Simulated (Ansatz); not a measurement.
Total energies of C₂H₈OSi₂, SMILES `C[SiH2]C(=O)[SiH3]`.

```csv
atom,x (Å),y (Å),z (Å)
C1,-0.7385,0.5123,-2.2417
Si2,0.4782,0.2987,-0.8501
C3,-0.4608,-0.2858,0.7438
O4,-1.6611,-0.4631,0.6836
Si5,0.4746,-0.5895,2.4176
H6,-0.2386,0.8334,-3.1578
H7,-1.2557,-0.4289,-2.4381
H8,-1.4905,1.2578,-1.9754
H9,1.1874,1.5634,-0.5051
H10,1.5180,-0.7270,-1.1472
H11,1.5422,-1.5998,2.1865
H12,1.1239,0.6839,2.8309
H13,-0.4792,-1.0555,3.4530
```

Charge 0, multiplicity 1. The geometry is a stationary point of PBE0-D4/def2-TZVP. It is one conformer, not always the lowest. Basis def2-TZVPP, Ansatz 0.2.0.

RPA on PBE orbitals: Hartree–Fock energy of these orbitals -733.10974 Eh, correlation -1.41150 Eh (frozen core).

```csv
functional,kind,energy without D4 (Eh),D4 term (kJ/mol)
HSE06 (plane-wave form),screened hybrid,-734.83722,-22.3
ωB97M-V,range-separated hybrid meta-GGA with VV10,-735.17085,–
```

Q: Give the same for LDA (SPW92), PBE, revPBE, BLYP, r2SCAN, B97M-V, PBE0, B3LYP, r2SCANh, r2SCAN0, BHLYP, CAM-B3LYP, LC-ωPBE, ωB97X-V, B2PLYP, PBE-QIDH. (Estimate.)

A: Ansatz gave: 
```
 functional                                  kind  energy without D4 (Eh)  D4 term (kJ/mol)
LDA (SPW92)                                   LDA              -731.64910                 –
        PBE                                   GGA              -734.79181             -27.9
     revPBE                                   GGA              -735.11962             -80.3
       BLYP                                   GGA              -735.22647             -60.4
     r2SCAN                              meta-GGA              -735.14561              -7.1
     B97M-V                    meta-GGA with VV10              -735.11778                 –
       PBE0    global hybrid, 25 % exact exchange              -734.85893             -23.8
      B3LYP                   global hybrid, 20 %              -735.33973             -44.9
    r2SCANh                 meta-GGA hybrid, 10 %              -735.13322              -7.5
    r2SCAN0                 meta-GGA hybrid, 25 %              -735.11604              -8.3
      BHLYP                   global hybrid, 50 %              -735.19806             -35.2
  CAM-B3LYP                range-separated hybrid              -735.22759             -24.3
    LC-ωPBE           long-range corrected hybrid              -735.00636                 –
    ωB97X-V  range-separated hybrid GGA with VV10              -735.14837                 –
     B2PLYP                         double hybrid              -734.92003                 –
   PBE-QIDH                         double hybrid              -734.66444                 –
```

B3LYP takes the VWN-RPA correlation (the form of Gaussian; ORCA's B3LYP/G). HSE06 is the plane-wave form, built on full-range PBE exchange. The double hybrids freeze the cores in their second-order part.

LC-ωPBE has ω = 0.4 bohr⁻¹.
